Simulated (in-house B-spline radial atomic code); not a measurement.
Values are calculated unless marked as measured or tabulated.
C6 from the polarisability at imaginary frequency: P3+

PBE linear response of the closed shell [Ne] 3s2, from a B-spline radial code for spherical atoms; non-relativistic, point nucleus, no spin-orbit coupling.

The dispersion coefficient of two like species is C6 = (3/π) ∫ α(iu)² du from 0 to ∞.

| u (hartree) | α(iu) (bohr³) |
| --- | --- |
| 0 | 6.685 |
| 0.24 | 5.375 |
| 0.56 | 2.924 |
| 0.96 | 1.469 |
| 1.6 | 0.6904 |
| 2.4 | 0.3829 |
| 3.6 | 0.2218 |
| 5.6 | 0.1268 |
| 8 | 0.07989 |
| 12 | 0.04512 |
| 20 | 0.02014 |
| 40 | 0.005966 |

(1) Fit one oscillator, α(iu) = α(0)/(1 + u²/ω²), through u = 2.4 and estimate C6.

(2) How does that compare with the full integral?

Results:

(1) From α(0)/α(iu) − 1 = 6.685/0.3829 − 1 = 16.4589, ω = u/√16.4589 = 0.5916 hartree (16.1 eV). London's formula gives C6 = (3/4) α(0)² ω = 0.75 × 6.685² × 0.5916 = 19.83 hartree·bohr⁶, and the oscillator holds f = α(0) ω² = 2.34 electrons, of a sum of oscillator strengths of 12.0.

(2) The program's quadrature over all excitations gives C6 = 16.83, so the single oscillator is off by +17.8 %. At the last point the fit gives α = 0.00146 against 0.00597: higher excitations, and deeper shells where there are any, keep the true curve higher at large u.
